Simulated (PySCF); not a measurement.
**Electron correlation in Au (gold, neutral)**

[Xe] 4f14 5d9 6s1 6p1, one real determinant (an excited configuration). Calculation: PySCF 2.14, in ANO-RCC-VTZP (8s7p5d3f1g, 84 functions); scalar relativity by spin-free X2C-1e. Frozen: [Kr] 4d10 4f14; 19 electrons correlated.

```
  level  correlation energy (mhartree)
   CCSD                        -499.73
    (T)                         -15.49
CCSD(T)                        -515.22
```

Diagnostics: T1 = 0.011, D1 = 0.0451, largest double amplitude 0.044.

The real determinant used has ⟨L²⟩ near 8 against 12 for a pure F term, so it mixes terms. Spin-orbit coupling, absent here, splits the open shell strongly.

Cost of the coupled-cluster step: of the order of 40 core-seconds, for 19 correlated electrons.

Iterations:

```
CC2 = 0
CCSD nocc = (np.int64(11), np.int64(8)), nmo = (54, 54)
frozen orbitals [[0, 1, 2, 3, 4, 5, 6, 7, 8, 9, 10, 11, 12, 13, 14, 15, 16, 17, 18, 19, 20, 21, 22, 24, 25, 26, 27, 28, 29, 30], [0, 1, 2, 3, 4, 5, 6, 7, 8, 9, 10, 11, 12, 13, 14, 15, 16, 17, 18, 19, 20, 21, 22, 24, 25, 26, 27, 28, 29, 30]]
max_cycle = 100
direct = 0
conv_tol = 1e-08
conv_tol_normt = 1e-06
diis_space = 8
diis_start_cycle = 0
Init t2, MP2 energy = -0.518131735398236
Init E_corr(UCCSD) = -0.51813173539987
cycle = 1  E_corr(UCCSD) = -0.487275193763439  dE = 0.0308565416  norm(t1,t2) = 0.071738
cycle = 2  E_corr(UCCSD) = -0.49926605555912  dE = -0.0119908618  norm(t1,t2) = 0.0213414
cycle = 3  E_corr(UCCSD) = -0.49855825980333  dE = 0.000707795756  norm(t1,t2) = 0.0116746
cycle = 4  E_corr(UCCSD) = -0.499576404278652  dE = -0.00101814448  norm(t1,t2) = 0.00694678
cycle = 5  E_corr(UCCSD) = -0.499784581458228  dE = -0.00020817718  norm(t1,t2) = 0.00343299
cycle = 6  E_corr(UCCSD) = -0.499637406481068  dE = 0.000147174977  norm(t1,t2) = 0.00197039
cycle = 7  E_corr(UCCSD) = -0.499765828011395  dE = -0.00012842153  norm(t1,t2) = 0.00120931
cycle = 8  E_corr(UCCSD) = -0.499745505988747  dE = 2.03220226e-05  norm(t1,t2) = 0.000486515
cycle = 9  E_corr(UCCSD) = -0.499728187946477  dE = 1.73180423e-05  norm(t1,t2) = 8.32856e-05
cycle = 10  E_corr(UCCSD) = -0.499731549967601  dE = -3.36202112e-06  norm(t1,t2) = 2.11289e-05
cycle = 11  E_corr(UCCSD) = -0.499731977093284  dE = -4.27125683e-07  norm(t1,t2) = 7.12066e-06
cycle = 12  E_corr(UCCSD) = -0.499731935945308  dE = 4.1147976e-08  norm(t1,t2) = 1.64884e-06
cycle = 13  E_corr(UCCSD) = -0.499731939441015  dE = -3.49570733e-09  norm(t1,t2) = 5.11447e-07
UCCSD converged
E(UCCSD) = -19008.42342706352  E_corr = -0.4997319394410151
UCCSD(T) correction = -0.0154857898034205
```

The basis was made for the ground configuration and has no added diffuse functions, which can raise the energy of the promoted electron.

The reference is one real determinant that mixes LS terms of this configuration.
